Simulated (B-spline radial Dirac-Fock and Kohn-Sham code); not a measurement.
ΔSCF core binding energies without Breit or QED terms, calculated with an atomic code on a B-spline grid.

A sound run for atomic dysprosium, configuration 1s2 2s2 2p6 3s2 3p6 3d10 4s2 4p6 4d10 4f10 5s2 5p6 6s2: The ground state converged in 13 iterations, with total energy -12161.50569 Ha, virial ratio 1.91191 and highest orbital energy -5.11 eV. ΔSCF binding energies: K (1s) 54026.5 eV, L3 (2p3/2) 7810.4 eV, M5 (3d5/2) 1299.1 eV.

A second run, with one unsound setting: The ground state converged in 13 iterations, with total energy -10913.28075 Ha, virial ratio 2.07371 and highest orbital energy -4.52 eV. ΔSCF binding energies: K (1s) 40145.7 eV, L3 (2p3/2) 7883.5 eV, M5 (3d5/2) 1324.1 eV.

```
iter   energy (Ha)        error
   1   -10854.79214731  3.05e+00
   2   -10871.71997352  1.82e+00
   3   -10910.55919974  4.12e-01
   4   -10912.84042953  1.18e-01
   5   -10913.24740510  5.95e-02
   6   -10913.27266665  1.30e-02
   7   -10913.27825109  1.20e-02
   8   -10913.28059139  2.28e-03
   9   -10913.28074925  2.46e-04
  13   -10913.28075307  1.53e-07
```

Q: Which fault fits the second run best?
A. tolerance below the noise
B. nuclear radius in wrong units
C. overfilled shell
D. damping too heavy

A: B. The input had radius_factor = 100.0: radius_factor inflates the nucleus far beyond its size, which weakens the binding of the inner electrons.
